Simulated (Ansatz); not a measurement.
Geometry optimisation, Ansatz, RHF/STO-3G.

Input:

```yaml
crystal:
  periodic: [false, false, false]
  atoms:
    - { symbol: Si, position_ang: [0.0, 0.0, 0.0] }
    - { symbol: O, position_ang: [0.0, 0.0, 1.68] }
    - { symbol: C, position_ang: [-1.1112, -0.3437, 2.4945] }
    - { symbol: H, position_ang: [-1.814, -0.9775, 1.9143] }
    - { symbol: H, position_ang: [-0.7584, -0.9037, 3.3856] }
    - { symbol: H, position_ang: [-1.6313, 0.5809, 2.8212] }
    - { symbol: O, position_ang: [1.5842, 0.0, -0.5594] }
    - { symbol: C, position_ang: [2.3503, -1.1632, -0.836] }
    - { symbol: H, position_ang: [1.7187, -1.9052, -1.3675] }
    - { symbol: H, position_ang: [3.2179, -0.8926, -1.4733] }
    - { symbol: H, position_ang: [2.7141, -1.6023, 0.1163] }
    - { symbol: "N", position_ang: [-0.8572, 1.4851, -0.6061] }
    - { symbol: H, position_ang: [-1.8773, 1.43, -0.8888] }
    - { symbol: H, position_ang: [-0.3367, 2.4058, -0.6766] }
    - { symbol: "N", position_ang: [-0.8572, -1.4851, -0.6061] }
    - { symbol: H, position_ang: [-1.3922, -2.1014, 0.0704] }
    - { symbol: H, position_ang: [-0.8219, -1.7344, -1.6357] }
basis:
  gaussian: { orbitals: STO-3G }
hamiltonian:
  xc: hf
relax:
  f_tol: 0.02
  max_steps: 40
```

Run as:

```bash
$ ansatz run input.yaml --threads 1 --pin off --max-ram 2048MiB --backend cpu --events-out ev --progress --plain --runs-dir out
```

Question: Where does it end, and by what steps?

Answer: The forces met the threshold. Limits of this set-up: minimal basis. After 13 steps the energy has fallen by 1.395 eV; H17 moved furthest, 0.69 Å.

```
step  energy less start (eV)  largest force component (eV/Å)  accepted
   0                  0.0000                           2.919       yes
   1                 -1.0824                           1.402       yes
   2                 -1.2191                           0.303       yes
   3                 -1.2604                           0.254       yes
   4                 -1.3242                           0.254       yes
   5                 -1.3065                           1.438        no
   6                 -1.3573                           0.383       yes
   7                 -1.3756                           0.628       yes
   8                 -1.3867                           0.405       yes
   9                 -1.3926                           0.165       yes
  10                 -1.3939                           0.037       yes
  11                 -1.3943                           0.026       yes
  12                 -1.3945                           0.022       yes
  13                 -1.3946                           0.014       yes
```

```xyz
17
Properties=species:S:1:pos:R:3
Si -0.145 -0.140 -0.119
O 0.165 -0.534 1.466
C -0.910 -0.355 2.379
H -1.760 -1.015 2.166
H -0.554 -0.592 3.386
H -1.287 0.673 2.393
O 1.342 -0.024 -0.859
C 2.261 -1.080 -0.606
H 1.918 -2.044 -1.000
H 3.207 -0.844 -1.103
H 2.472 -1.216 0.461
N -0.885 1.386 -0.318
H -1.811 1.425 -0.734
H -0.317 2.148 -0.679
N -1.175 -1.348 -0.764
H -1.026 -2.311 -0.472
H -1.368 -1.336 -1.763
```

Whether the end is a true minimum wasn't checked by a vibrational analysis.

Time of the run: 54 s on 1 thread of Arm Neoverse N1, on a shared host, peak memory 0.14 GiB.
